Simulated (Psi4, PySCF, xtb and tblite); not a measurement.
Internal rotation in SMILES Bc1cccc(C=C)c1, singlet. Scanned: dihedral C5–C6–C7–C8; all other coordinates were relaxed at GFN2-xTB. Points at φ and −φ are mirror images. Heavy atoms are numbered in the order of the SMILES Bc1cccc(C=C)c1, hydrogens after them in the order of the atoms that carry them; the mirror image has the same energies with the sign of each dihedral reversed.

- GFN2-xTB (xtb and tblite)
- PBE/def2-SVP // GFN2-xTB (Psi4)
- RMP2/3-21G = restricted MP2 (frozen core)/3-21G // GFN2-xTB run with PySCF

Energies in kcal/mol, each method relative to its own lowest point.

| φ / ° | GFN2-xTB | PBE/def2-SVP | RMP2/3-21G |
|---|---|---|---|
| -160 | 0.1 | 0.5 | 0.1 |
| -140 | 0.6 | 1.5 | 0.0 |
| -120 | 1.8 | 3.3 | 0.6 |
| -100 | 2.9 | 4.9 | 1.2 |
| -80 | 2.9 | 4.9 | 1.3 |
| -60 | 1.8 | 3.3 | 0.6 |
| -40 | 0.5 | 1.5 | 0.0 |
| -20 | 0.0 | 0.3 | 0.1 |
| 0 | 0.0 | 0.0 | 0.3 |
| 20 | 0.0 | 0.3 | 0.1 |
| 40 | 0.5 | 1.5 | 0.0 |
| 60 | 1.8 | 3.3 | 0.6 |
| 80 | 2.9 | 4.9 | 1.3 |
| 100 | 2.9 | 4.9 | 1.2 |
| 120 | 1.8 | 3.3 | 0.6 |
| 140 | 0.6 | 1.5 | 0.0 |
| 160 | 0.1 | 0.5 | 0.1 |
| 180 | 0.0 | 0.2 | 0.4 |
